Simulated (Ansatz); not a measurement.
`FC[SiH3]` + `[OH][Al]([F])[F]` → `[F][Al]([F])[O][SiH3]` + `CF`  (ligand exchange at the Si–C bond)

Computed with Ansatz on PBE0-D4/def2-TZVP structures; ΔE is electronic, products minus reactants. CCSD(T)/CBS is the MP2 limit (def2-TZVPP, def2-QZVPP) plus CCSD(T) − MP2 in def2-TZVPP, frozen cores. This one scheme is used for every species. DFT in def2-TZVPP. HSE06 is defined as in plane-wave codes. One conformer a species, not always the lowest.

`FC[SiH3]`:

Cartesian coordinates in Å:
```
F -1.000 -1.344 -0.969
C -0.197 -0.948 0.095
Si 0.218 0.897 -0.041
H 0.712 -1.559 0.082
H -0.731 -1.165 1.026
H 1.075 1.257 1.120
H -1.029 1.701 -0.009
H 0.952 1.161 -1.304
```

`[OH][Al]([F])[F]`:

Z-matrix (Å, degrees):
```
Al
O 1 1.674
F 1 1.638 2 122.4
F 1 1.633 2 119.1 3 180.0
H 2 0.955 1 123.7 3 -0.0
```

`[F][Al]([F])[O][SiH3]`:

Cartesian coordinates in Å:
```
F 0.711 0.437 -2.907
Al 0.365 -0.594 -1.688
F 0.357 -2.194 -2.020
O 0.032 -0.035 -0.164
Si -0.291 0.478 1.348
H 0.505 1.697 1.644
H 0.059 -0.584 2.325
H -1.738 0.795 1.463
```

`CF`:

Cartesian coordinates in Å:
```
C -0.045 0.028 0.031
F 0.968 -0.598 -0.660
H -1.007 -0.319 -0.354
H 0.043 1.108 -0.108
H 0.041 -0.218 1.091
```

```
             level  ΔE (kcal/mol)
         r2SCAN-D4          -30.0
        r2SCANh-D4          -30.5
        r2SCAN0-D4          -31.2
          HSE06-D4          -28.7
          BHLYP-D4          -34.0
         CAM-B3LYP          -31.6
    MP2/def2-TZVPP          -32.1
SCS-MP2/def2-QZVPP          -33.1
```

Question: What does CCSD(T)/CBS give? (An estimate is asked.)

Answer: Ansatz gave: -31.1 kcal/mol. The listed levels differ from it by 1.1, 0.6, -0.1, 2.4, -2.9, -0.5, -1.0, -2.0 kcal/mol.

Largest T1 diagnostic among the species: 0.013.

In def2-TZVPP, CCSD(T) changes the Hartree–Fock value by +5.9 kcal/mol (the triples alone add +0.8 kcal/mol) and MP2 by +5.1 kcal/mol. From r2SCAN to r2SCAN0 (25 % exact exchange), in def2-TZVPP and without D4, ΔE moves by −1.2 kcal/mol.
